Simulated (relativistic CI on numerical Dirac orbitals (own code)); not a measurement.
Calculated levels, Er XVII

Method of calculation: Dirac-Coulomb-Breit CI, KLI orbitals optimised for each configuration, model QED, unscaled Slater integrals (own radial code, finite nucleus).

CI space (outside the closed core [Ar] 3d10 4p6 4d10): 4s2.4f6, 4s2.4f5.5s, 4s2.4f4.5s2, 4s2.4f4.5s.5p, 4s2.4f5.5p, 4s2.4f4.5p2, 4s2.4f5.5d, 4s2.4f5.6s, 4s2.4f5.6p, 4s2.4f5.7s, 4s.4f7, 4f8. Levels of other configurations are missing.

The lowest level is 4s2.4f6 7F_0, with 87 % of that term; Hund's rules for 4s2.4f6 give 7F with J = 0, in agreement.

| No. | Configuration | Term | J | E (eV) | % | Next component (%) | Landé g | Lifetime (s) |
| --- | --- | --- | --- | --- | --- | --- | --- | --- |
| 1 | 4s2.4f6 | 7F | 0 | 0.0000 | 87 | 12 5D |  |  |
| 2 | 4s2.4f6 | 7F | 1 | 0.1563 | 90 | 10 5D | 1.497 | 5.01e+00 |
| 3 | 4s2.4f6 | 7F | 2 | 0.3995 | 93 | 6 5D | 1.495 | 1.16e+00 |
| 4 | 4s2.4f6 | 7F | 3 | 0.6842 | 96 | 3 5D | 1.494 | 7.48e-01 |
| 5 | 4s2.4f6 | 7F | 4 | 0.9852 | 96 | 1 5G | 1.492 | 7.31e-01 |
| 6 | 4s2.4f6 | 7F | 5 | 1.2872 | 95 | 3 5G | 1.490 | 9.68e-01 |
| 7 | 4s2.4f6 | 7F | 6 | 1.5778 | 93 | 7 5G | 1.487 | 1.97e+00 |
| 8 | 4s2.4f6 | 5D | 0 | 3.6611 | 65 | 21 3P |  | 6.17e-03 |
| 9 | 4s2.4f6 | 5D | 1 | 4.2804 | 80 | 11 3P | 1.488 | 6.55e-03 |
| 10 | 4s2.4f6 | 5D | 2 | 5.0548 | 89 | 5 7F | 1.482 | 7.15e-03 |
| 11 | 4s2.4f6 | 5L | 6 | 5.5299 | 80 | 12 3K | 0.761 | 2.43e-01 |
| 12 | 4s2.4f6 | 5D | 3 | 5.9017 | 89 | 4 5F | 1.464 | 1.00e-02 |
| 13 | 4s2.4f6 | 5L | 7 | 5.9102 | 89 | 7 3K | 0.924 | 6.35e-01 |
| 14 | 4s2.4f6 | 5G | 6 | 6.1718 | 49 | 20 5H | 1.237 | 9.04e-03 |
| 15 | 4s2.4f6 | 5G | 2 | 6.1750 | 86 | 12 3F | 0.386 | 1.94e-02 |
| 16 | 4s2.4f6 | 5L | 8 | 6.2059 | 93 | 3 3K | 1.043 | 1.02e+00 |
| 17 | 4s2.4f6 | 5G | 5 | 6.2271 | 57 | 28 5H | 1.184 | 9.07e-03 |
| 18 | 4s2.4f6 | 5G | 3 | 6.2553 | 72 | 19 5H | 0.858 | 1.08e-02 |
| 19 | 4s2.4f6 | 5G | 4 | 6.2698 | 64 | 27 5H | 1.069 | 1.07e-02 |
| 20 | 4s2.4f6 | 5L | 9 | 6.4190 | 93 | 4 3M | 1.128 | 2.99e+00 |
| 21 | 4s2.4f6 | 5L | 10 | 6.5041 | 89 | 10 3M | 1.187 | 7.75e+01 |
| 22 | 4s2.4f6 | 5D | 4 | 6.8294 | 85 | 8 5F | 1.464 | 1.63e-02 |
| 23 | 4s2.4f6 | 5H | 7 | 7.2484 | 67 | 21 5I | 1.237 | 6.89e-02 |
| 24 | 4s2.4f6 | 5H | 3 | 7.3057 | 70 | 22 5G | 0.614 | 3.74e-02 |
| 25 | 4s2.4f6 | 5H | 4 | 7.4564 | 48 | 29 5G | 0.931 | 2.61e-02 |
| 26 | 4s2.4f6 | 5H | 6 | 7.4907 | 40 | 25 5G | 1.192 | 1.93e-02 |
| 27 | 4s2.4f6 | 5H | 5 | 7.5184 | 35 | 31 5G | 1.084 | 1.93e-02 |
| 28 | 4s2.4f6 | 3P | 0 | 7.5323 | 58 | 25 5D |  | 3.62e-03 |
| 29 | 4s2.4f6 | 5F | 2 | 7.9350 | 69 | 9 3D | 0.995 | 7.90e-03 |
| 30 | 4s2.4f6 | 5F | 3 | 7.9577 | 65 | 10 5G | 1.205 | 6.96e-03 |

Energies count from the lowest computed level; lifetimes are radiative, by E1, M1, E2, M2 decay to levels of this space only.

The mean weight of the leading LS term, summed over parents, in these 30 levels is 76 %, and that of the leading jj configuration (from the same eigenvectors) 45 %, so LS coupling describes them better.

At this charge transitions that keep the count of f electrons are usually good to a few per cent. Terms inside the open d or f shell come out 10 to 20 % too wide with unscaled integrals. Levels that differ in their count of f electrons can be misplaced by several ten thousand cm⁻¹, since the correlation energy of f electrons is missing or only estimated; rates across such gaps can be off by orders of magnitude.

Landé's interval rule says that E(J) − E(J−1) = AJ with one A. For the ground term the intervals give A = 1260.6, 980.7, 765.6, 607.0, 487.0, 390.6 cm⁻¹ for J = 1, 2, 3, 4, 5, 6; the multiplet is regular.

LS names give the leading component of a level, which can be under half, so a name can repeat, a term be missing and a line seem to break the LS rules.
